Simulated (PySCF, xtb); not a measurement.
Zr(F)3(OH)(OH2) (F3H3O2Zr), SMILES [OH][Zr](<-[OH2])([F])([F])[F], multiplicity 1. One conformer was computed; it need not be the lowest.

Harmonic wavenumbers (cm⁻¹) from GFN2-xTB (xtb) at its own minimum, in rising order: 50, 99, 108, 118, 152, 169, 209, 215, 229, 244, 370, 373, 415, 475, 515, 538, 577, 1445, 3438, 3455, 3573.

What does B3LYP-D3(BJ)/def2-SVP run with PySCF give at its own minimum? (The exact figures need the calculation; the answer reports its results.)

87, 90, 152, 156, 183, 191, 215, 238, 284, 342, 345, 395, 514, 628, 664, 677, 738, 1586, 3773, 3870, 3973. Paired by order, the mean absolute difference is 114 cm⁻¹ and the zero-point energies are 24.0 and 27.3 kcal/mol.
